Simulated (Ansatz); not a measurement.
Basis-set extrapolation for `C=C([SiH3])C=S` (PBE0-D4/def2-TZVP geometry, frozen core, the Gaussian-basis code of Ansatz). Multiplicity 1, RHF reference.

```csv
,def2-TZVPP,def2-QZVPP
HF,-803.574543,-803.599779
MP2 correlation,-0.774827,-0.829098
CCSD(T) correlation,-0.868925,not run
```

Energies in hartree. Use E(X) = E(∞) + A·exp(−7.88·√X) for Hartree–Fock and E(X) = E(∞) + B·X^(−2.97) for correlation, with X = 3 and 4, and add CCSD(T) minus MP2 of the smaller set to the MP2 limit.

Problem. What is the CCSD(T) energy at the basis-set limit?

Solution. HF limit: -803.599779 + (-0.025236) × 0.13774 = -803.60326. MP2 limit: -0.829098 + (-0.054271) × 0.74074 = -0.86930. Higher-order term: -0.868925 − (-0.774827) = -0.09410. Total: -804.56666 hartree, 323.4 kJ/mol below CCSD(T)/def2-TZVPP.
